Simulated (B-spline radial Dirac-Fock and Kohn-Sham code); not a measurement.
**Binding energies of Ba at several levels of theory**

System: atomic barium, [Xe] 6s1 6p1 (an excited configuration).

The density-functional columns are spherical, spin-unpolarised Dirac-Kohn-Sham results without Breit or QED terms: −ε is minus the orbital energy of the initial state and ΔSCF the difference of two total energies. The reference in the last column comes from relaxed Dirac-Fock hole states (ΔSCF) with Breit and QED corrections and a finite nucleus. All numbers are from a radial B-spline solver, in eV; a selection of levels is shown. For the 1s level of heavy atoms much of the gap between ΔSCF and the reference is the Breit and QED part, -139.0 eV here; for other levels the error of the functional can be larger.

```
     level   LDA −ε  LDA ΔSCF  Dirac-Fock
    K (1s)  37187.8   37574.6     37448.0
   L1 (2s)   5877.8    5947.9      6004.7
L2 (2p1/2)   5539.8    5627.4      5634.2
L3 (2p3/2)   5158.5    5239.6      5257.3
   M1 (3s)   1241.2    1264.8      1305.2
M2 (3p1/2)   1099.0    1123.5      1149.9
M3 (3p3/2)   1025.3    1048.8      1075.5
M4 (3d3/2)    774.6     801.2       805.9
M5 (3d5/2)    758.9     785.1       790.6
   N1 (4s)    244.1     254.6       272.8
N2 (4p1/2)    192.4     202.6       214.4
N3 (4p3/2)    176.9     186.8       198.9
N4 (4d3/2)    92.29     101.4       101.6
N5 (4d5/2)    89.66     98.72       99.01
O2 (5p1/2)    21.40     26.01       25.23
O3 (5p3/2)    19.27     23.71       23.07
   P1 (6s)     3.95      6.12        5.34
 P2,3 (6p)     1.78      3.42        2.97
```

Values without a named source are computed, but for edge energies of neutral atoms, which are taken from tables.
